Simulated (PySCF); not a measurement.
## Electron correlation in Ne⁺ (neon, charge +1)

[He] 2s2 2p5, 2P determinant. All numbers are calculated (PySCF 2.14, the spin-free X2C one-electron Hamiltonian (Gaussian nucleus), in aug-cc-pVDZ-DK (4s3p2d, 23 functions)). Frozen: 1s2; 7 electrons correlated.

MP2 pair energies summed by pair of shells (mhartree):

| pair | energy | share (%) |
| --- | --- | --- |
| 2p-2p | -92.68 | 65.2 |
| 2s-2p | -42.06 | 29.6 |
| 2s-2s | -7.49 | 5.3 |

Total MP2 correlation energy: -142.24 mhartree.

Same-spin part -35.66 and opposite-spin part -106.58 mhartree; SCS-MP2 scales them by 1/3 and 6/5 to -139.78 mhartree.

```csv
level,correlation energy (mhartree)
CCSD,-153.63
(T),-1.65
CCSD(T),-155.28
```

Diagnostics: T1 = 0.0053, D1 = 0.0085, largest double amplitude 0.031.

Cost of the coupled-cluster step: 0.14 s of wall time on 1 thread of Neoverse-V2 (shared host), for 7 correlated electrons.

Iterations:

```
CC2 = 0
CCSD nocc = (np.int64(4), np.int64(3)), nmo = (22, 22)
frozen orbitals [[0], [0]]
max_cycle = 100
direct = 0
conv_tol = 1e-08
conv_tol_normt = 1e-06
diis_space = 8
diis_start_cycle = 0
Init t2, MP2 energy = -0.142238688499505
Init E_corr(UCCSD) = -0.142238688500958
cycle = 1  E_corr(UCCSD) = -0.151192309868401  dE = -0.00895362137  norm(t1,t2) = 0.0224976
cycle = 2  E_corr(UCCSD) = -0.153045088222037  dE = -0.00185277835  norm(t1,t2) = 0.00546203
cycle = 3  E_corr(UCCSD) = -0.153614650879422  dE = -0.000569562657  norm(t1,t2) = 0.00235493
cycle = 4  E_corr(UCCSD) = -0.15364611530167  dE = -3.14644222e-05  norm(t1,t2) = 0.000627666
cycle = 5  E_corr(UCCSD) = -0.153629509458237  dE = 1.66058434e-05  norm(t1,t2) = 0.000253225
cycle = 6  E_corr(UCCSD) = -0.153632799712668  dE = -3.29025443e-06  norm(t1,t2) = 3.57879e-05
cycle = 7  E_corr(UCCSD) = -0.153632906405246  dE = -1.06692577e-07  norm(t1,t2) = 7.22289e-06
cycle = 8  E_corr(UCCSD) = -0.153632770323095  dE = 1.36082151e-07  norm(t1,t2) = 1.89404e-06
cycle = 9  E_corr(UCCSD) = -0.153632764296672  dE = 6.02642286e-09  norm(t1,t2) = 3.25487e-07
UCCSD converged
E(UCCSD) = -128.0577246572066  E_corr = -0.1536327642966722
UCCSD(T) correction = -0.00165389068935745
```
